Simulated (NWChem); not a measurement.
System meant: BSi2H7; SMILES [SiH3]B[SiH3]

NWChem input:

```
start job
memory heap 200 mb stack 900 mb global 1100 mb
geometry units angstroms noautoz
  B     -0.753470    -0.000544     0.298305
  H     -1.883286    -0.008174     0.732729
  Si     0.117443    -1.762112    -0.136818
  H      0.724248    -2.211603     1.164057
  H      1.226783    -1.657035    -1.136013
  H     -0.835092    -2.824858    -0.587293
  Si     0.163864     1.773049     0.045717
  H      1.657994     1.685539     0.044227
  H     -0.254179     2.826796     1.022715
  H     -0.262153     2.223303    -1.324776
end
basis spherical
  * library def2-svp
end
dft
  xc pbe0
  iterations 4
  mulliken
end
task dft energy
```

End of the output:

```
    Atom       Charge   Shell Charges
 -----------   ------   -------------------------------------------------------
    1 B    5     5.23   1.97  0.64  0.34  1.34  0.89  0.05
    2 H    1     1.01   0.63  0.35  0.04
    3 Si  14    13.67   2.00  1.93  0.66  0.34  5.82  1.35  1.35  0.21
    4 H    1     1.06   0.62  0.41  0.02
    5 H    1     1.08   0.63  0.42  0.02
    6 H    1     1.08   0.63  0.42  0.02
    7 Si  14    13.67   2.00  1.93  0.66  0.34  5.82  1.35  1.35  0.21
    8 H    1     1.08   0.63  0.42  0.02
    9 H    1     1.08   0.63  0.42  0.02
   10 H    1     1.06   0.62  0.41  0.02

 center of mass
 --------------
 x =   0.00000000 y =   0.00000000 z =  -0.02890963

 moments of inertia (a.u.)
 ------------------
          85.773552876093          -0.000000047359          -0.000000000000
          -0.000000047359         804.060685896697           0.000000000000
          -0.000000000000           0.000000000000         760.049439585924

     Multipole analysis of the density
     ---------------------------------

     L   x y z        total         alpha         beta         nuclear
     -   - - -        -----         -----         ----         -------
     0   0 0 0     -0.000000    -20.000000    -20.000000     40.000000

     1   1 0 0     -0.000000     -0.000000     -0.000000      0.000000
     1   0 1 0     -0.000000     -0.000000     -0.000000      0.000000
     1   0 0 1     -0.160538     -0.080269     -0.080269     -0.000000

     2   2 0 0    -30.225631   -227.871992   -227.871992    425.518352
     2   1 1 0     -0.004214      0.271456      0.271456     -0.547126
     2   1 0 1     -0.000000     -0.000000     -0.000000      0.000000
     2   0 2 0    -27.430426    -24.074240    -24.074240     20.718055
     2   0 1 1      0.000000      0.000000      0.000000      0.000000
     2   0 0 2    -28.736441    -38.538200    -38.538200     48.339960

 ------------------------------------------------------------------------
 dft energy failed                                                                                  0
 ------------------------------------------------------------------------
 ------------------------------------------------------------------------
  current input line :
    23: task dft energy
 ------------------------------------------------------------------------
 ------------------------------------------------------------------------
 This type of error is most commonly associated with calculations not reaching convergence criteria
 ------------------------------------------------------------------------
 For more information see the NWChem manual at https://nwchemgit.github.io

0:dft energy failed:Received an Error in Communication
```

Question: What is wrong, and how is it mended?

Answer: Convergence was not reached. Cause: the SCF was allowed too few iterations. This input runs:
```
start job
memory heap 200 mb stack 900 mb global 1100 mb
geometry units angstroms noautoz
  B     -0.753470    -0.000544     0.298305
  H     -1.883286    -0.008174     0.732729
  Si     0.117443    -1.762112    -0.136818
  H      0.724248    -2.211603     1.164057
  H      1.226783    -1.657035    -1.136013
  H     -0.835092    -2.824858    -0.587293
  Si     0.163864     1.773049     0.045717
  H      1.657994     1.685539     0.044227
  H     -0.254179     2.826796     1.022715
  H     -0.262153     2.223303    -1.324776
end
basis spherical
  * library def2-svp
end
dft
  xc pbe0
  iterations 150
  mulliken
end
task dft energy
```
It converges to -607.48846 Ha (PBE0/def2-SVP).
